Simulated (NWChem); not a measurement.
Everything below was run with NWChem. System: ditellurium (Te₂), charge 0, spin multiplicity 3, at a geometry optimised with UB3LYP/def2-SVP with def2 effective core potentials on Te. Its SCF solution wasn't tested for a lower state. Level: UCAM-B3LYP/def2-TZVP with def2 effective core potentials on Te.

NWChem printed:

```
             Northwest Computational Chemistry Package (NWChem) 7.3.0
             --------------------------------------------------------

                                NWChem Input Module
                                -------------------

 Scaling coordinates for geometry "geometry" by  1.889725989
 (inverse scale =  0.529177249)

 Turning off AUTOSYM since
 SYMMETRY directive was detected!

                             Geometry "geometry" -> ""
                             -------------------------

 Output coordinates in angstroms (scale by  1.889725989 to convert to a.u.)

  No.       Tag          Charge          X              Y              Z
 ---- ---------------- ---------- -------------- -------------- --------------
    1 Te                  52.0000     0.00000000     0.00000000     1.29824900
    2 Te                  52.0000     0.00000000     0.00000000    -1.29824900

 Effective nuclear repulsion energy (a.u.)     551.0866102324

            Nuclear Dipole moment (a.u.)
            ----------------------------
        X                 Y               Z
 ---------------- ---------------- ----------------
     0.0000000000     0.0000000000     0.0000000000

      Symmetry information
      --------------------

 Group name             D2h
 Group number             26
 Group order               8
 No. of unique centers     1

      Symmetry unique atoms

     1


 Summary of "ao basis" -> "" (spherical)
 ------------------------------------------------------------------------------
       Tag                 Description            Shells   Functions and Types
 ---------------- ------------------------------  ------  ---------------------
 *                         def2-tzvp                  on all atoms

                                 NWChem DFT Module
                                 -----------------

 Summary of "ao basis" -> "ao basis" (spherical)
 ------------------------------------------------------------------------------
       Tag                 Description            Shells   Functions and Types
 ---------------- ------------------------------  ------  ---------------------
 Te                        def2-tzvp                16       50   6s5p3d2f

 Summary of "ao basis" -> "ao basis" (spherical)
 ------------------------------------------------------------------------------
       Tag                 Description            Shells   Functions and Types
 ---------------- ------------------------------  ------  ---------------------
[...]
              MO Center= -2.8D-31,  9.6D-31, -6.5D-16, r^2= 6.9D+00
   Bfn.  Coefficient  Atom+Function         Bfn.  Coefficient  Atom+Function
  ----- ------------  ---------------      ----- ------------  ---------------
    21      0.666199  1 Te pz                71      0.666199  2 Te pz
     6     -0.475964  1 Te s                 56      0.475964  2 Te s
    18      0.306843  1 Te pz                68      0.306843  2 Te pz
    12     -0.271802  1 Te pz                62     -0.271802  2 Te pz
    15      0.248888  1 Te pz                65      0.248888  2 Te pz

   alpha - beta orbital overlaps
   -----------------------------

   alpha      1      2      3      4      5      6      7      8      9     10
    beta      1      2      3      4      5      6      7      8      9     10
 overlap   1.000  1.000  1.000  1.000  1.000  1.000  1.000  1.000  1.000  1.000

   alpha     11     12     13     14     15     16     17     18     19     20
    beta     11     12     13     15     16     17     18     14     19     20
 overlap   1.000  1.000  1.000  1.000  1.000  1.000  1.000  1.000  0.999  0.999

   alpha     21     22     23     24     25     26     27     28     29     30
    beta     21     22     23     24     25     26     27     28     29     30
 overlap   0.999  0.997  0.997  0.997  0.997  0.999  0.999  0.999  1.000  1.000

   alpha     31     32     33     34     35     36     37     38     39     40
    beta     31     32     33     34     35     36     37     38     39     40
 overlap   0.997  0.997  0.997  0.997  1.000  1.000  0.999  1.000  1.000  0.999

   alpha     41     42     43     44     45     46     47     48     49     50
    beta     41     42     43     44     45     46     47     49     48     50
 overlap   1.000  1.000  1.000  1.000  1.000  1.000  1.000  1.000  1.000  1.000

   alpha     51     52     53     54     55     56     57     58     59     60
    beta     51     52     53     54     55     56     57     58     59     60
 overlap   1.000  1.000  1.000  1.000  1.000  1.000  1.000  1.000  1.000  1.000

   alpha     61     62     63     64     65     66     67     68     69     70
    beta     61     62     63     65     66     64     67     68     69     70
 overlap   1.000  1.000  1.000  1.000  1.000  1.000  1.000  1.000  1.000  1.000

   alpha     71     72     73     74     75     76     77     78     79     80
    beta     71     72     73     74     75     76     77     78     80     79
 overlap   1.000  1.000  1.000  1.000  1.000  1.000  1.000  1.000  1.000  1.000

   alpha     81     82     83     84     85     86     87     88     89     90
    beta     81     82     83     84     85     86     87     88     89     90
 overlap   1.000  1.000  1.000  1.000  1.000  1.000  1.000  1.000  1.000  1.000

   alpha     91     92     93     94     95     96     97     98     99    100
    beta     91     92     94     93     95     96     97     98     99    100
 overlap   1.000  1.000  1.000  1.000  1.000  1.000  1.000  1.000  1.000  1.000

     --------------------------
     Expectation value of S2:
     --------------------------
      <S2> =      2.0136 (Exact =     2.0000)

 center of mass
 --------------
 x =   0.00000000 y =   0.00000000 z =   0.00000000

 moments of inertia (a.u.)
 ------------------
        1563.778404460577           0.000000000000           0.000000000000
           0.000000000000        1563.778404460577           0.000000000000
           0.000000000000           0.000000000000           0.000000000000

     Multipole analysis of the density
     ---------------------------------

     L   x y z        total         alpha         beta         nuclear
     -   - - -        -----         -----         ----         -------
     0   0 0 0     -0.000000    -25.000000    -23.000000     48.000000

     1   1 0 0     -0.000000     -0.000000      0.000000      0.000000
     1   0 1 0     -0.000000     -0.000000     -0.000000      0.000000
     1   0 0 1      0.000000      0.000000      0.000000      0.000000

     2   2 0 0    -40.062694    -23.070590    -16.992104      0.000000
     2   1 1 0     -0.000000     -0.000000      0.000000      0.000000
     2   1 0 1      0.000000      0.000000      0.000000      0.000000
     2   0 2 0    -40.062694    -23.070590    -16.992104      0.000000
     2   0 1 1      0.000000      0.000000      0.000000      0.000000
     2   0 0 2    -35.924674   -172.025184   -152.804387    288.904896

 Task  times  cpu:       52.1s     wall:       52.1s

 Total times  cpu:       52.1s     wall:       52.1s
```

Task: Write an NWChem input that would produce this output.

Result: Several could match; the one computed here: 
```
start mol
memory heap 200 mb stack 900 mb global 1100 mb
geometry units angstroms nocenter noautoz
  Te     0.000000     0.000000     1.298249
  Te     0.000000     0.000000    -1.298249
  symmetry group D2h
end
basis spherical
  * library def2-tzvp
end
ecp
  Te library def2-ecp
end
dft
  xc xcamb88 1.00 lyp 0.81 vwn_5 0.19 hfexch 1.00
  cam 0.33 cam_alpha 0.19 cam_beta 0.46
  odft
  mult 3
  direct
  iterations 100
end
task dft energy
```
